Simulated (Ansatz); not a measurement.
Input file for Ansatz (a quantum-chemistry and plane-wave program): R-B97M-V/def2-TZVPPD on H4S (a complex). Files ending in .json are basis or fitting sets from the Basis Set Exchange.

Ansatz 0.2 input:
```yaml
crystal:
  periodic: [false, false, false]
  atoms:
    - {symbol: S, position_ang: [0.49914149, -0.66804580, 0.15842331]}
    - {symbol: H, position_ang: [-0.80797423, -0.94139000, 0.29760072]}
    - {symbol: H, position_ang: [0.28396807, 0.65722103, 0.16768560]}
    - {symbol: H, position_ang: [0.15590097, -0.17408637, 3.27534443]}
    - {symbol: H, position_ang: [-0.05369787, 0.02738725, 3.96163435]}
basis:
  gaussian:
    orbitals: def2-TZVPPD.json
hamiltonian:
  xc: {name: B97M-V}
scf: {lower_state_search: off}
```

It printed:

```
WARN ansatz: RAYON_NUM_THREADS=2 ignored (pool sized by the plan → 2); use --threads N
Functional definition: B97M-V
these checks for a lower state are left out or cut short: stability, starts, cluster_reference, orbital_swaps, neighbouring_geometries, increment
integrals: 0.03 GiB planned
554 factors; their error is unknown
mean field: 0.31 GiB planned
mean field evaluation 1: about -10896.8340 eV, gradient 1.5e1 eV
mean field evaluation 2: about -10897.0938 eV, gradient 1.4e1 eV
mean field evaluation 4: about -10897.5304 eV, gradient 7.7e-1 eV
mean field evaluation 8: about -10897.5170 eV, gradient 6.6e-3 eV
mean field evaluation 16: about -10897.5170 eV, gradient 5.9e-6 eV
mean field -10897.51695686 eV, -400.4763615623 hartree, gradient 5.9e-6 eV, S^2 0.000000; 0 other end points of the search recorded, 0 dependent functions left out
reference -10897.51703172 eV, -400.4763643135 hartree; 10, 10 occupied and 109, 109 virtual orbitals, 554 factors
Total energy: -10897.51703172 eV, -400.4763643135 hartree
Checks for a lower state left out: stability, starts, cluster_reference, orbital_swaps, neighbouring_geometries, increment
```

Self-consistency was reached.

Cost: very roughly 1.4 core-seconds.
